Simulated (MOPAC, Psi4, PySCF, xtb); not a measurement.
Approach curve of the dimer C2H8Si2 ··· H2 (SMILES C1[SiH2]C[SiH2]1 and [H][H]), singlet. Monomers: optimised at B3LYP-D3(BJ) (def2-TZVP), held rigid. Orientation: lowest of the rigid-body minima from ten starts at GFN2-xTB. R is the distance of the centres of mass, along which the second monomer moves.

- RHF/STO-3G = restricted Hartree-Fock/STO-3G, no counterpoise correction (PySCF)
- GFN1-xTB (xtb)
- PM6, restricted, heats of formation (MOPAC)
- wB97X-D/def2-TZVP, counterpoise-corrected (Psi4)

Interaction energies in kcal/mol; the last columns give the difference from wB97X-D:

```json
[
 {"R / Å": "3.03", "RHF/STO-3G": "1.93", "GFN1-xTB": "-0.63", "PM6": "1.10", "wB97X-D/def2-TZVP": "-0.10", "RHF/STO-3G − wB97X-D/def2-TZVP": "2.03", "GFN1-xTB − wB97X-D/def2-TZVP": "-0.53", "PM6 − wB97X-D/def2-TZVP": "1.21"},
 {"R / Å": "3.27", "RHF/STO-3G": "0.97", "GFN1-xTB": "-0.93", "PM6": "0.33", "wB97X-D/def2-TZVP": "-0.47", "RHF/STO-3G − wB97X-D/def2-TZVP": "1.44", "GFN1-xTB − wB97X-D/def2-TZVP": "-0.46", "PM6 − wB97X-D/def2-TZVP": "0.80"},
 {"R / Å": "3.46", "RHF/STO-3G": "0.56", "GFN1-xTB": "-0.93", "PM6": "0.03", "wB97X-D/def2-TZVP": "-0.53", "RHF/STO-3G − wB97X-D/def2-TZVP": "1.09", "GFN1-xTB − wB97X-D/def2-TZVP": "-0.40", "PM6 − wB97X-D/def2-TZVP": "0.56"},
 {"R / Å": "3.65", "RHF/STO-3G": "0.32", "GFN1-xTB": "-0.84", "PM6": "-0.10", "wB97X-D/def2-TZVP": "-0.50", "RHF/STO-3G − wB97X-D/def2-TZVP": "0.82", "GFN1-xTB − wB97X-D/def2-TZVP": "-0.34", "PM6 − wB97X-D/def2-TZVP": "0.40"},
 {"R / Å": "3.84", "RHF/STO-3G": "0.19", "GFN1-xTB": "-0.72", "PM6": "-0.14", "wB97X-D/def2-TZVP": "-0.44", "RHF/STO-3G − wB97X-D/def2-TZVP": "0.63", "GFN1-xTB − wB97X-D/def2-TZVP": "-0.28", "PM6 − wB97X-D/def2-TZVP": "0.30"},
 {"R / Å": "4.13", "RHF/STO-3G": "0.09", "GFN1-xTB": "-0.53", "PM6": "-0.11", "wB97X-D/def2-TZVP": "-0.35", "RHF/STO-3G − wB97X-D/def2-TZVP": "0.44", "GFN1-xTB − wB97X-D/def2-TZVP": "-0.18", "PM6 − wB97X-D/def2-TZVP": "0.23"},
 {"R / Å": "4.48", "RHF/STO-3G": "0.05", "GFN1-xTB": "-0.35", "PM6": "-0.06", "wB97X-D/def2-TZVP": "-0.25", "RHF/STO-3G − wB97X-D/def2-TZVP": "0.30", "GFN1-xTB − wB97X-D/def2-TZVP": "-0.10", "PM6 − wB97X-D/def2-TZVP": "0.20"},
 {"R / Å": "4.94", "RHF/STO-3G": "0.02", "GFN1-xTB": "-0.20", "PM6": "-0.02", "wB97X-D/def2-TZVP": "-0.15", "RHF/STO-3G − wB97X-D/def2-TZVP": "0.18", "GFN1-xTB − wB97X-D/def2-TZVP": "-0.05", "PM6 − wB97X-D/def2-TZVP": "0.14"},
 {"R / Å": "5.67", "RHF/STO-3G": "0.01", "GFN1-xTB": "-0.09", "PM6": "0.00", "wB97X-D/def2-TZVP": "-0.06", "RHF/STO-3G − wB97X-D/def2-TZVP": "0.07", "GFN1-xTB − wB97X-D/def2-TZVP": "-0.03", "PM6 − wB97X-D/def2-TZVP": "0.06"},
 {"R / Å": "6.69", "RHF/STO-3G": "0.00", "GFN1-xTB": "-0.03", "PM6": "0.00", "wB97X-D/def2-TZVP": "-0.02", "RHF/STO-3G − wB97X-D/def2-TZVP": "0.02", "GFN1-xTB − wB97X-D/def2-TZVP": "-0.01", "PM6 − wB97X-D/def2-TZVP": "0.02"},
 {"R / Å": "7.93", "RHF/STO-3G": "0.00", "GFN1-xTB": "-0.01", "PM6": "0.00", "wB97X-D/def2-TZVP": "-0.01", "RHF/STO-3G − wB97X-D/def2-TZVP": "0.01", "GFN1-xTB − wB97X-D/def2-TZVP": "0.00", "PM6 − wB97X-D/def2-TZVP": "0.01"}
]
```

RHF/STO-3G is furthest from wB97X-D/def2-TZVP at 3.03 (2.03 kcal/mol, above); its mean absolute difference over the points is 0.64 kcal/mol.

GFN1-xTB is furthest from wB97X-D/def2-TZVP at 3.03 (-0.53 kcal/mol, below); its mean absolute difference over the points is 0.22 kcal/mol.

PM6 is furthest from wB97X-D/def2-TZVP at 3.03 (1.21 kcal/mol, above); its mean absolute difference over the points is 0.36 kcal/mol.
